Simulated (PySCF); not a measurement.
Level of theory: B3LYP in PySCF with Ir def2-SVP with ECP60, S def2-SVP; scalar-relativistic core potentials, no spin–orbit coupling; density-fitted integrals. Open shells, if any, are unrestricted.

Task: What spin state, shape and geometry does isolated IrS₃ take (every ligand bound to Ir)?

Result: Formally Ir is in oxidation state +6, d3, with 1 unpaired electron (the high-spin count would be 3). The Mulliken spin on Ir is 0.25, so most of the spin sits on the ligands and the formal count fails. The polar-tensor charge on Ir, 0.58, is far below the formal one. The lowest minimum found is a doublet of C2v symmetry with Ir–S 2.096 Å, Ir–S 2.121 Å (×2); S–Ir–S 114.3°, S–Ir–S 122.8° (×2). Its harmonic wavenumbers are 101 (b1), 121 (b2), 165 (a1), 452 (b2), 496 (a1), 514 (a1) cm⁻¹ and its dipole moment is 0.42 D.

Other isomers or separated fragments may lie lower. Open d and f shells are described by one determinant, and the ground state may have another occupation or spin. With an element this heavy the missing spin–orbit coupling can shift these numbers.
